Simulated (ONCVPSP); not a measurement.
**Si, ONCV: configuration errors across variants**

```
Element                 : silicon
Generator               : ONCVPSP 4.0.1
Type                    : optimised norm-conserving Vanderbilt (ONCV)
Functional              : LDA (Perdew-Wang 92)
Relativity              : scalar-relativistic
Frozen core             : [Ne]
Valence charge          : 4
Reference configuration : 3s2 3p2
Partial waves           : 3s: rc 1.80 bohr, ncon 3, nbas 7, qcut 4.6 1/bohr, 2 projectors, debl 0.9 Ha; 3p: rc 1.85 bohr, ncon 4, nbas 7, qcut 3.8 1/bohr, 2 projectors, debl 1.9 Ha; d scattering state at 0.36 Ha: rc 1.80 bohr, ncon 3, nbas 7, qcut 5.8 1/bohr, 2 projectors, debl 0.3 Ha
Local potential         : polynomial inside 1.55 bohr (lpopt 5, dvloc0 1 Ha)
Core correction         : Teter function, fcfact 4.75, rcfact 1.55
```

All-electron excitation energies from the reference (eV): (1) 3s2 3p1 7.823; (2) 3s2 3p0 23.930; (3) 3s1 3p0 58.069; (4) 3s0 3p4 13.781.

A true bound ghost makes a file unfit for plane-wave use even where its test errors are small: the radial tests pick states by their node count and pass the ghost by.

Errors AE − PS in meV (a dash: test not solved or not reliable):

```tsv
change	(1)	(2)	(3)	(4)	bound ghosts	GHOST(+) flags above zero
base	-1.9	-15	-106	-11	none	none
all radii but the core radius scaled by about 0.86 (s 1.54, p 1.58, d 1.54 bohr); local potential polynomial inside 1.32 bohr (lpopt 5, dvloc0 1 Ha)	-2.0	-17	-108	-7.0	none	s, p
all radii but the core radius scaled by about 0.90 (s 1.62, p 1.66, d 1.62 bohr); local potential polynomial inside 1.40 bohr (lpopt 5, dvloc0 1 Ha)	-2.0	-16	-105	-7.5	none	s
all radii but the core radius scaled by about 1.05 (s 1.88, p 1.94, d 1.88 bohr); local potential polynomial inside 1.62 bohr (lpopt 5, dvloc0 1 Ha)	-1.8	-14	-108	-13	none	none
all radii but the core radius scaled by about 1.12 (s 2.02, p 2.08, d 2.02 bohr); local potential polynomial inside 1.74 bohr (lpopt 5, dvloc0 1 Ha)	-1.8	-14	-115	-17	none	none
all radii but the core radius scaled by about 1.18 (s 2.12, p 2.18, d 2.12 bohr); local potential polynomial inside 1.84 bohr (lpopt 5, dvloc0 1 Ha)	-1.7	-13	-121	-21	none	none
all radii but the core radius scaled by about 1.27 (s 2.28, p 2.34, d 2.28 bohr); local potential polynomial inside 1.96 bohr (lpopt 5, dvloc0 1 Ha)	-1.6	-13	-135	-29	none	none
all radii but the core radius scaled by about 1.31 (s 2.36, p 2.42, d 2.36 bohr); local potential polynomial inside 2.04 bohr (lpopt 5, dvloc0 1 Ha)	-1.5	-12	-143	-34	none	none
```

Problem. Give the same row for: all radii but the core radius scaled by about 0.77 (s 1.38, p 1.42, d 1.38 bohr); local potential polynomial inside 1.20 bohr (lpopt 5, dvloc0 1 Ha).

Solution. -2.3, -20, -122, -8.0; bound ghosts: s, p; GHOST(+) flags above zero: p, d.
